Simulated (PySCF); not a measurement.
Members of one series of related molecules.

All values: PBE0/pcSseg-1 (PySCF) at GFN2-xTB geometries, gas phase, one conformer each.

Question: Rank by the lowest IAO charge on any atom, lowest value first.
A. `C/C=C/[P@](C)(=N)C(F)(F)F`
B. `C/C=C/[P@@](C)(=O)C(F)(F)F`
C. `C/C=C/[P@](C)(=NC)C(F)(F)F`
D. `C/C=C/[P@@](C)(=S)C(F)(F)F`

Answer: A (-0.975 e), B (-0.903 e), C (-0.799 e), D (-0.658 e).

Question: Rank by the highest IAO charge on any atom, lowest value first.
A. `C/C=C/[P@](C)(=NC)C(F)(F)F`
B. `C/C=C/[P@@](C)(=S)C(F)(F)F`
C. `C/C=C/[P@@](C)(=O)C(F)(F)F`
D. `C/C=C/[P@](C)(=N)C(F)(F)F`

Answer: B (+1.052 e), A (+1.314 e), D (+1.330 e), C (+1.507 e).

All values together:

| SMILES | formula | μ (D) | HOMO (eV) | LUMO (eV) | lowest IAO charge (e) | highest IAO charge (e) | lowest Hirshfeld charge (e) | highest Hirshfeld charge (e) |
| --- | --- | --- | --- | --- | --- | --- | --- | --- |
| C/C=C/[P@@](C)(=S)C(F)(F)F | C5H8F3PS | 4.49 | -6.96 | -0.98 | -0.658 (C) | +1.052 (P) | -0.288 (S) | +0.311 (P) |
| C/C=C/[P@](C)(=NC)C(F)(F)F | C6H11F3NP | 2.93 | -6.34 | -0.59 | -0.799 (N) | +1.314 (P) | -0.297 (N) | +0.371 (P) |
| C/C=C/[P@@](C)(=O)C(F)(F)F | C5H8F3OP | 4.42 | -8.19 | -0.89 | -0.903 (O) | +1.507 (P) | -0.385 (O) | +0.405 (P) |
| C/C=C/[P@](C)(=N)C(F)(F)F | C5H9F3NP | 3.10 | -6.87 | -0.63 | -0.975 (N) | +1.330 (P) | -0.390 (N) | +0.371 (P) |

Conformers: `[CH3:1]/[CH:2]=[CH:3]/[P@@:4]([CH3:5])(=[S:6])[C:7]([F:8])([F:9])[F:10]` with C2–C3–P4–C5 -134°; `[CH3:1]/[CH:2]=[CH:3]/[P@:4]([CH3:5])(=[N:6][CH3:7])[C:8]([F:9])([F:10])[F:11]` with C2–C3–P4–C5 138°; `[CH3:1]/[CH:2]=[CH:3]/[P@@:4]([CH3:5])(=[O:6])[C:7]([F:8])([F:9])[F:10]` with C2–C3–P4–C5 -133°; `[CH3:1]/[CH:2]=[CH:3]/[P@:4]([CH3:5])(=[NH:6])[C:7]([F:8])([F:9])[F:10]` with C2–C3–P4–C5 135°.
